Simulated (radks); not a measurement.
All-electron atom: Pd in [Kr] 4d9.5 5p0.5 (fractional occupations, a model configuration).

All-electron calculation, Dirac Kohn-Sham, PBE, spin-unpolarised, spherical densities, finite nucleus; open shells fill j = l - 1/2 first; Fermi nuclear charge, rms radius 4.5318 fm. Program: a radial shooting solver on a logarithmic mesh with Libxc functionals.

Energy parts (eV):
part                       energy
total                 -137329.512
kinetic                143435.203
electron-nucleus      -332776.994
Hartree                 55934.175
exchange-correlation    -3921.896

Orbitals (lengths in bohr, moments of r in powers of bohr; <r^-3> diverges for s and p1/2; r(90%) holds 90 % of the orbital's charge):
orbital  occ.  eigenvalue (eV)      <r^4>  r(90%)  <r^-3>
1s1/2       2        -24154.16  4.883e-06  0.0571       -
2s1/2       2        -3527.872  0.0008736   0.214       -
2p1/2       2        -3272.520  0.0005711   0.192       -
2p3/2       4        -3113.119  0.0006544   0.199    3252
3s1/2       2        -638.1693    0.04161   0.559       -
3p1/2       2        -537.3775    0.04155   0.560       -
3p3/2       4        -509.5950    0.04635   0.575   576.0
3d3/2       4        -331.1465    0.04303   0.564   87.71
3d5/2       6        -325.6073    0.04456   0.569   82.79
4s1/2       2         -87.8704      1.563    1.38       -
4p1/2       2         -56.7835      2.287    1.51       -
4p3/2       4         -52.3449      2.600    1.56   91.89
4d3/2       4          -6.5638      19.72    2.48   7.469
4d5/2     5.5          -6.1089      21.82    2.54   6.906
5p1/2     0.5          -1.1546       2577    8.79       -
5p3/2       0          -1.0573       3103    9.22   1.956

The highest occupied level is 5p1/2 at -1.155 eV. The density falls to 0.001 e/bohr^3 at r = 4.18 bohr. The electron density at the nucleus is 1.328e+05 e/bohr^3.
